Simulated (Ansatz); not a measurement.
Tuning the range parameter of LC-ωPBE so that −HOMO meets the ionisation energy; basis def2-SVP, Ansatz. System: the cluster Ge3Te3. Charge 0, multiplicity 1. Geometry: r2SCAN-D4/def2-SVP. The ionised state is a doublet.

Geometry of the singlet:

```xyz
6

Ge   -0.755    1.352   -0.245
Ge    1.252   -0.157    2.203
Ge   -0.950   -1.994   -1.275
Te    1.763    1.736    0.599
Te   -0.168    0.068   -2.525
Te   -1.141   -1.004    1.242
```

In the def2 sets Te takes a core potential; there is no spin–orbit coupling. Another isomer (singlet) lies 0.08 eV lower at PBE0-D4/def2-TZVP; other spin states weren't run for this one.

| ω (1/bohr) | HOMO (eV) | LUMO (eV) | vertical IE (eV) | HOMO + IE (eV) |
| --- | --- | --- | --- | --- |
| 0.1 | -6.74 | -2.12 | 7.54 | 0.80 |
| 0.2 | -7.48 | -1.51 | 7.61 | 0.13 |
| 0.3 | -7.91 | -1.31 | 7.70 | -0.21 |

(1) Estimate the row for 0.15 bohr⁻¹.

(2) Where does the tuning condition hold?

## Answers

(1) 
```tsv
ω (1/bohr)	HOMO (eV)	LUMO (eV)	vertical IE (eV)	HOMO + IE (eV)
0.15	-7.17	-1.74	7.57	0.40
```

(2) Near ω = 0.24 bohr⁻¹, by linear interpolation.
